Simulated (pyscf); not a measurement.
C₃H₅O (SMILES O[C]1CC1) [doublet] → •H₂C–C(=CH₂)–OH (SMILES [CH2]C(=C)O), a ring opening (doublet surface; C–C broken, none formed). Single points on ωB97X-D3(BJ)/def2-SVP structures (PySCF, gas phase). Correlated levels are frozen-core, on RHF or UHF. ΔMP2 is the change of the MP2 total energy from the triple- to the quadruple-zeta basis. Energies in kcal/mol from the reactant's lowest minimum found.

Small-basis levels: PySCF, no dispersion term, spherical d functions. AM1 to PM7: differences of heats of formation from MOPAC, which are fitted to 298 K values and so differ in kind from electronic energies by zero-point and thermal terms. GFN2-xTB: tblite. Open shells are spin-unrestricted. 

| level | barrier | reaction energy |
|---|---|---|
| SVWN5/6-31G* | 25.2 | -20.1 |
| BP86/6-31G* | 22.7 | -24.2 |
| PBE/6-31G* | 23.9 | -22.7 |
| B3LYP/STO-3G | 41.1 | -14.5 |
| B3LYP/3-21G | 20.6 | -33.2 |
| B3LYP/LANL2DZ | 20.6 | -33.4 |
| B3LYP/6-31G* | 24.6 | -26.6 |
| B3LYP/6-311+G** | 22.3 | -28.3 |
| B3LYP/def2-SVP | 24.7 | -26.5 |
| GFN2-xTB | 32.3 | -17.5 |
| PM6 | 21.1 | -21.7 |
| PM7 | 18.9 | -26.4 |
| CCSD(T)/def2-TZVPP + ΔMP2(QZVPP) | 25.0 | -26.8 |

Against the last row the barrier runs from -6.2 (PM7) to +16.1 kcal/mol (B3LYP/STO-3G). CCSD(T)/def2-TZVPP + ΔMP2(QZVPP) has limits of its own. cyclic C₃H₅O (SMILES O[C]1CC1) [doublet] lies 34.6 kcal/mol over its isomer H₃C–CH₂–C•=O (electronic energy, ωB97M-D3(BJ)/def2-TZVP). •H₂C–C(=CH₂)–OH lies 8.4 kcal/mol over its isomer H₃C–CH₂–C•=O (electronic energy, ωB97M-D3(BJ)/def2-TZVP). One saddle was located; it need not be the lowest between these sides. The CCSD(T) − MP2 part came from Ansatz, without density fitting, on the same reference. A UHF reference is spin-contaminated (<S²> up to 1.19), which harms MP2 most.
